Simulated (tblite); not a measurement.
C₃H₁₁NO₂Si₂.
Bonds: C1–O2, O2–C3, C3–Si4, Si4–N5, N5–Si6, N5–C7, C7–O8 (double). Hydrogens: H9, H10, H11 on C1; H12, H13 on C3; H14, H15 on Si4; H16, H17, H18 on Si6; H19 on C7.

Computed with GFN2-xTB (tblite), gas phase: L-BFGS steps from a force-field or distance-geometry start until the largest atomic force falls under 0.01 eV/Å.

Step 54: E = -723.5652 eV
```
atom  x, y, z in Å  |  force x, y, z in eV/Å
C1      3.3164    0.2613   -0.3975   -0.003   0.006  -0.002
O2      2.1905   -0.5060   -0.0617   -0.015   0.002  -0.012
C3      1.1187    0.2580    0.4561   -0.019  -0.005   0.001
Si4    -0.2762   -1.0227    0.7328    0.034   0.006   0.006
N5     -1.7751   -0.2898    0.0974    0.016  -0.005   0.001
Si6    -2.0315    1.2047   -0.7724    0.000   0.003   0.006
C7     -2.7322   -1.1961    0.3137    0.014   0.021  -0.017
O8     -2.4821   -2.2570    0.8418    0.005  -0.021   0.020
H9      3.0727    1.0065   -1.1654   -0.011   0.026  -0.004
H10     3.7210    0.7832    0.4789    0.005  -0.007   0.011
H11     4.0617   -0.4274   -0.7903    0.017  -0.009   0.022
H12     1.4340    0.7537    1.3850   -0.013  -0.029  -0.020
H13     0.8518    1.0569   -0.2513    0.010  -0.033  -0.020
H14     0.0488   -2.1833   -0.0814   -0.009   0.004   0.011
H15    -0.4617   -1.2249    2.1674    0.011   0.023  -0.012
H16    -3.4771    1.3267   -0.9563    0.008  -0.002   0.000
H17    -1.5040    2.2812    0.0628   -0.013   0.013   0.008
H18    -1.3397    1.1083   -2.0583   -0.009   0.005   0.010
H19    -3.7457   -0.9242   -0.0088   -0.029   0.003  -0.010
```

Step 55: E = -723.5656 eV
```
atom  x, y, z in Å  |  force x, y, z in eV/Å
C1      3.3183    0.2609   -0.3974   -0.001   0.000   0.006
O2      2.1910   -0.5055   -0.0639   -0.014  -0.002  -0.007
C3      1.1188    0.2577    0.4542   -0.022  -0.002  -0.002
Si4    -0.2771   -1.0220    0.7317    0.043   0.007   0.009
N5     -1.7765   -0.2888    0.0975    0.015  -0.002   0.004
Si6    -2.0339    1.2063   -0.7707   -0.003   0.007   0.000
C7     -2.7328   -1.1958    0.3143    0.024   0.031  -0.033
O8     -2.4807   -2.2562    0.8418    0.010  -0.049   0.039
H9      3.0786    1.0074   -1.1655   -0.016   0.019   0.001
H10     3.7230    0.7805    0.4801    0.001   0.002   0.016
H11     4.0633   -0.4294   -0.7878    0.019  -0.010   0.012
H12     1.4330    0.7546    1.3832   -0.010  -0.034  -0.032
H13     0.8517    1.0548   -0.2547    0.006  -0.019  -0.017
H14     0.0472   -2.1842   -0.0799   -0.008   0.002   0.004
H15    -0.4596   -1.2229    2.1665    0.006   0.022  -0.005
H16    -3.4799    1.3234   -0.9583    0.019   0.001   0.003
H17    -1.5093    2.2844    0.0654   -0.018   0.004   0.004
H18    -1.3387    1.1113   -2.0551   -0.012   0.007   0.013
H19    -3.7464   -0.9273   -0.0090   -0.039   0.016  -0.012
```

Step 56: E = -723.5660 eV
```
atom  x, y, z in Å  |  force x, y, z in eV/Å
C1      3.3203    0.2612   -0.3974    0.002  -0.006   0.013
O2      2.1916   -0.5051   -0.0670   -0.007  -0.008  -0.004
C3      1.1188    0.2567    0.4515   -0.017   0.000  -0.013
Si4    -0.2775   -1.0213    0.7305    0.033   0.003   0.010
N5     -1.7777   -0.2881    0.0978    0.012   0.000   0.005
Si6    -2.0360    1.2080   -0.7686   -0.003   0.007  -0.003
C7     -2.7338   -1.1955    0.3144    0.028   0.027  -0.038
O8     -2.4805   -2.2555    0.8422    0.009  -0.056   0.045
H9      3.0843    1.0094   -1.1655   -0.016   0.005   0.011
H10     3.7243    0.7780    0.4820   -0.005   0.010   0.016
H11     4.0659   -0.4304   -0.7848    0.014  -0.006   0.001
H12     1.4314    0.7541    1.3807   -0.005  -0.029  -0.037
H13     0.8511    1.0516   -0.2591    0.001   0.003  -0.016
H14     0.0458   -2.1861   -0.0769   -0.007  -0.003  -0.005
H15    -0.4565   -1.2196    2.1656    0.000   0.019   0.008
H16    -3.4822    1.3206   -0.9594    0.025   0.004   0.005
H17    -1.5136    2.2874    0.0679   -0.023  -0.004   0.001
H18    -1.3377    1.1139   -2.0514   -0.013   0.009   0.011
H19    -3.7480   -0.9298   -0.0104   -0.027   0.024  -0.009
```

Task: Estimate the geometry and energy of step 57. (The exact step hangs on the optimiser's Hessian estimate; all steps are aligned on step 56, rigid shifts and turns removed.)

Result: E = -723.5663 eV, largest force 0.048 eV/Å
```
atom  x, y, z in Å  |  force x, y, z in eV/Å
C1      3.3218    0.2618   -0.3972    0.003  -0.009   0.017
O2      2.1921   -0.5049   -0.0700    0.003  -0.012  -0.005
C3      1.1185    0.2557    0.4486   -0.005  -0.002  -0.025
Si4    -0.2771   -1.0208    0.7298    0.011  -0.006   0.009
N5     -1.7785   -0.2880    0.0982    0.010  -0.002   0.003
Si6    -2.0371    1.2090   -0.7667    0.002   0.001   0.000
C7     -2.7350   -1.1955    0.3140    0.022   0.009  -0.028
O8     -2.4820   -2.2553    0.8430    0.004  -0.035   0.033
H9      3.0879    1.0114   -1.1652   -0.012  -0.009   0.021
H10     3.7243    0.7768    0.4840   -0.011   0.013   0.013
H11     4.0685   -0.4302   -0.7824    0.005   0.002  -0.004
H12     1.4302    0.7523    1.3779    0.001  -0.015  -0.033
H13     0.8503    1.0488   -0.2629   -0.002   0.021  -0.015
H14     0.0453   -2.1881   -0.0737   -0.007  -0.007  -0.012
H15    -0.4534   -1.2161    2.1651   -0.006   0.016   0.019
H16    -3.4830    1.3193   -0.9592    0.020   0.007   0.005
H17    -1.5157    2.2888    0.0699   -0.025  -0.006   0.002
H18    -1.3370    1.1151   -2.0482   -0.011   0.011   0.004
H19    -3.7499   -0.9308   -0.0124    0.000   0.023  -0.001
```

The energy changes by -0.0003 eV. The first-order estimate −F·Δx gives -0.0004 eV and the mean of the old and new forces, exact on a quadratic surface, -0.0003 eV. The step makes an angle of 76° with the force vector and moves no atom by more than 0.005 Å.

What follows is the cost of the whole relaxation. On Arm Neoverse N1, one thread, no GPU, shared host, this took 2.1 s wall.
